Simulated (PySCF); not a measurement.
Species: `CNC(=O)[C@H](C)C#N`. The columns A, B, C and D hold Mulliken, IAO, Hirshfeld and ESP-fitted charges (e) of one PBE0/pcSseg-1 density (PySCF), in a shuffled order. Coordinates in Å (GFN2-xTB); the density's dipole moment is (0.90, -2.30, -0.79) D.

```tsv
atom	x	y	z	A	B	C	D
C1	2.488	0.228	-0.105	-0.088	-0.316	-0.058	-0.204
N2	1.055	0.251	-0.280	-0.522	-0.333	-0.096	-0.306
C3	0.201	0.258	0.760	+0.496	+0.435	+0.180	+0.415
O4	0.536	0.207	1.920	-0.422	-0.495	-0.281	-0.490
C5	-1.286	0.267	0.349	-0.343	-0.195	-0.009	-0.038
C6	-1.731	-1.175	0.061	-0.188	-0.406	-0.103	-0.309
C7	-1.503	1.106	-0.799	+0.113	+0.130	+0.085	+0.318
N8	-1.643	1.758	-1.729	-0.241	-0.248	-0.224	-0.464
H9	2.921	-0.622	-0.633	+0.121	+0.150	+0.050	+0.098
H10	2.937	1.150	-0.479	+0.126	+0.151	+0.052	+0.101
H11	2.688	0.135	0.961	+0.144	+0.180	+0.052	+0.144
H12	0.702	0.360	-1.218	+0.213	+0.278	+0.128	+0.290
H13	-1.856	0.666	1.195	+0.186	+0.197	+0.072	+0.115
H14	-1.179	-1.587	-0.781	+0.120	+0.150	+0.045	+0.085
H15	-1.545	-1.790	0.938	+0.143	+0.163	+0.056	+0.128
H16	-2.793	-1.204	-0.172	+0.141	+0.158	+0.054	+0.118
```

Q: Which column most likely holds the ESP-fitted charges?

A: D. Σ q r misses the density's dipole by 0.04 D (D), 0.70 D (C), 0.77 D (A), 0.96 D (B). Charges fitted to the outside potential are the only set here that is tied to the molecule's multipoles.

Q: And the Hirshfeld charges?

A: C. The mean sizes are 0.097 e (C), 0.226 e (A), 0.226 e (D), 0.249 e (B), and Hirshfeld charges are commonly the smallest of these schemes.

As computed, A = Mulliken, B = IAO, C = Hirshfeld, D = ESP-fitted. Hydrogens on carbon: Mulliken +0.12 to +0.19, IAO +0.15 to +0.20, Hirshfeld +0.05 to +0.07, ESP-fitted +0.09 to +0.14 e.

The Hirshfeld scheme weights the molecular density at each point by an atom's share of the summed free-atom densities. The Mulliken scheme gives each basis function's population to the atom it is centred on and halves the overlap population of two atoms between them.

Isolated species at its GFN2-xTB geometry (one conformer only).

Conformer computed: `[CH3:1][NH:2][C:3](=[O:4])[C@H:5]([CH3:6])[C:7]#[N:8]`: C1–N2–C3–O4 -2°, N2–C3–C5–C6 84°.
